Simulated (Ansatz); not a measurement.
`N=C(Br)I` at its PBE0-D4/def2-TZVP geometry, where that method's forces vanish. The species carries charge 0 and has multiplicity 1. I takes the def2 core potential.

```xyz
5

N    -0.9952   -0.2218   -0.4620
C     0.1124    0.1932   -0.0986
Br    0.8918    1.6999   -0.9332
I     1.3157   -0.6352    1.4438
H    -1.3246   -1.0361    0.0500
```

(1) What forces (eV/Å) does r2SCAN-D4/def2-TZVPP give on these atoms in the Gaussian-basis code of Ansatz? (An estimate is asked.)

Results:

(1) Computed: 
```
N1  -0.288 -0.091 -0.109
C2   0.044  0.040 -0.008
Br3  0.082  0.166 -0.094
I4   0.172 -0.107  0.211
H5  -0.010 -0.008  0.001
```
